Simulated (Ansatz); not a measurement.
`C[SiH2][SiH](O)O` → `C[SiH2]O[SiH2]O`  (isomerisation)

Isolated molecules relaxed with PBE0-D4/def2-TZVP in Ansatz; ΔE leaves out vibrations. CBS: MP2 limit from def2 TZ/QZ plus the TZ coupled-cluster correction, frozen cores. DFT in def2-TZVPP. B3LYP here is the variant with VWN-RPA as its local correlation; programs differ in this. Each species was taken in one conformer, which may not be the lowest.

```tsv
level	ΔE (kcal/mol)	difference from CCSD(T)/CBS
PBE-D4	-23.0	6.9
r2SCAN-D4	-28.4	1.5
PBE0-D4	-25.5	4.4
B3LYP-D4	-29.5	0.4
ωB97X-V	-29.0	0.9
ωB97M-V	-30.3	-0.4
B2PLYP	-30.7	-0.8
PBE	-23.0	6.9
r2SCAN	-28.3	1.6
PBE0	-25.5	4.4
B3LYP	-29.5	0.4
HF/def2-TZVPP	-36.5	-6.6
MP2/def2-TZVPP	-31.6	-1.7
SCS-MP2/def2-TZVPP	-32.6	-2.7
CCSD/def2-TZVPP	-30.9	-1.0
CCSD(T)/def2-TZVPP	-30.0	-0.1
HF/def2-QZVPP	-37.2	-7.3
MP2/def2-QZVPP	-31.8	-1.9
SCS-MP2/def2-QZVPP	-32.7	-2.8
HF/CBS(def2)	-37.3	-7.4
MP2/CBS(def2)	-31.6	-1.7
CCSD/CBS(def2)	-30.9	-1.0
CCSD(T)/CBS	-29.9	0
```

Largest T1 diagnostic among the species: 0.012.

In def2-TZVPP, CCSD(T) changes the Hartree–Fock value by +6.6 kcal/mol (the triples alone add +0.9 kcal/mol) and MP2 by +4.9 kcal/mol. From PBE to PBE0 (25 % exact exchange), in def2-TZVPP and without D4, ΔE moves by −2.5 kcal/mol.

CCSD(T)/CBS has its own doubt, a few kJ/mol and more with outer-core shells, so smaller differences from it don't rank the levels.
